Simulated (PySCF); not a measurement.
A calculated (UHF, PySCF 2.14, aug-cc-pwCVQZ, no relativity, point nucleus) atom or ion has these occupied shells.

| shell | electrons | orbital energy (eV) | rms radius, mean of both spins (bohr) |
| --- | --- | --- | --- |
| 1s | 2 | -1627.0 | 0.139 |
| 2s | 2 | -167.38 | 0.676 |
| 2p | 6 | -121.70 | 0.668 |

Name the element and its charge.

Al(3+) (aluminium, charge +3), in [Ne], closed-shell 1S.
